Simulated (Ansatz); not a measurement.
Species: fluoro selenohypofluorite, SeF2, charge 0, multiplicity 1. SMILES: F[Se]F
Geometry: optimised at B3LYP-D3(BJ)/def2-TZVP (Ansatz, a quantum-chemistry and plane-wave program).

Quantity: vertical electron affinity (to the doublet state of charge -1; a negative value means that the extra electron is unbound and the number depends on the basis; each state is the SCF solution reached for its spin), in eV. Valence correlation only, unless marked. UHF or UKS for open shells. No spin-orbit coupling. The frozen core is the preceding noble-gas configuration, with the filled d and f shells of earlier blocks. Non-relativistic. Anions need diffuse functions: aug- sets have them; def2-D sets add few. CBS(X,Y): correlation extrapolated as X^-3; Hartree-Fock from the larger set. [CCSD(T)-MP2]/basis is that difference in the basis named.

| level | program | vertical electron affinity (eV) |
|---|---|---|
| HF/aug-cc-pVDZ | Ansatz | -0.22 |
| HF/aug-cc-pVTZ | Ansatz | -0.23 |

Problem. Predict the RI-MP2/CBS(aug-cc-pVTZ,aug-cc-pVQZ)+[CCSD(T)-MP2]/aug-cc-pVTZ result (Ansatz).

Solution. 0.31 eV, so HF/aug-cc-pVTZ differs from it by -0.54 eV.
